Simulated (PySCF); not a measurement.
A geometry optimisation on `FB(F)F`.

Computed with PBE0-D3(BJ)/def2-SVP geometry optimisation, gas phase (PySCF 2.14.0). Start geometry: GFN2-xTB. A driver script takes a list of jobs; this job's settings line and coordinates (Å) are shown.

Input:
```
{"job": {"xc": "PBE0", "basis": "def2-SVP", "d3": "d3bj", "grid": 1, "maxiter": 30, "shake": 0.01, "kind": "geom"}, "charge": 0, "multiplicity": 1}
F     -1.085180    -0.586440     0.704390
B     -0.003080    -0.003230     0.314550
F      1.124770    -0.476420     0.708250
F      0.001480     1.040720    -0.470640
```

Output:
```
step   0  E = -323.99287220  max force = 0.028001
step   1  E = -323.99450016  max force = 0.004501
step   2  E = -323.99456668  max force = 0.003287
step   3  E = -323.99459786  max force = 0.002274
step   4  E = -323.99453260  max force = 0.005650
step   5  E = -323.99464253  max force = 0.002498
step   6  E = -323.99468234  max force = 0.000810
step   7  E = -323.99469994  max force = 0.000492
step   8  E = -323.99473140  max force = 0.000464
step   9  E = -323.99474570  max force = 0.000561
step  10  E = -323.99476810  max force = 0.001020
step  11  E = -323.99477466  max force = 0.000726
step  12  E = -323.99478418  max force = 0.000305
optimisation converged
```

Energies in Eh; «max force» is the largest Cartesian gradient component in Eh/bohr.

Q: Give the first gradient maximum in eV/Å.

A: With 1 Eh/bohr = 51.422 eV/Å, 1.440 eV/Å.

In short: final energy -323.99478 Eh after 12 steps; dipole 0.01 D.

Q: Where do the atoms end?

A: 0.027 Å rms from the input after alignment:
```
atom  x, y, z in Å
F1    -1.0138   -0.7937    0.5966
B2     0.0397   -0.0739    0.3007
F3     1.2309   -0.4653    0.6784
F4    -0.0978    1.0380   -0.3772
```

Time: 8.7 s of wall time; peak memory 0.29 GiB. Hardware: one thread of an Intel Xeon Platinum 8488C, no GPU, on a shared host.
Labels such as C1 count atoms from 1, the log's own numbers from 0.
